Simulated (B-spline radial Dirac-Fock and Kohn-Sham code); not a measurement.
**Muonic X-ray lines of ¹⁴⁵Pm**

Nucleus: ¹⁴⁵Pm, uniformly charged sphere, rms radius 4.962 fm (empirical formula).

Input of the calculation (task.json; shells as n, l, electrons):

```json
{"items": [{
  "Z": 61,
  "q": 0,
  "cfg": [[1, 0, 2], [2, 0, 2], [2, 1, 6], [3, 0, 2], [3, 1, 6], [3, 2, 10], [4, 0, 2], [4, 1, 6], [4, 2, 10], [4, 3, 5], [5, 0, 2], [5, 1, 6], [6, 0, 2]],
  "A": 145,
  "rrms": 4.962,
  "do": "muonic",
  "nuclei": [[145, 144.912756, 4.962, "empirical formula", "sphere"]]
}]}
```

Run with: `python xray2_run.py task.json out`

Calculated with a radial B-spline solver, using the Dirac equation of a negative muon with reduced mass in the field of a spherical finite nucleus, with the Uehling potential to all orders; nuclear polarisation, deformation, hyperfine structure, self-energy, higher-order vacuum polarisation, relativistic recoil and electron screening are left out. For strongly deformed nuclei the low levels mix with nuclear rotations, which this model lacks.

```tsv
transition	energy (keV)	point nucleus, no QED (keV)
2p3/2 → 1s1/2	4403	8389
2p1/2 → 1s1/2	4318	8240
3p3/2 → 1s1/2	5854	9855
3d5/2 → 2p3/2	1449	1479
3d3/2 → 2p1/2	1521	1614
4f7/2 → 3d5/2	515.7	512.9
4f5/2 → 3d3/2	526.2	523.4
5g9/2 → 4f7/2	237.5	236.6
6h11/2 → 5g9/2	128.6	128.3
```

The 2p fine-structure splitting is 85.25 keV, and 2s lies 533.5 keV above 2p1/2.
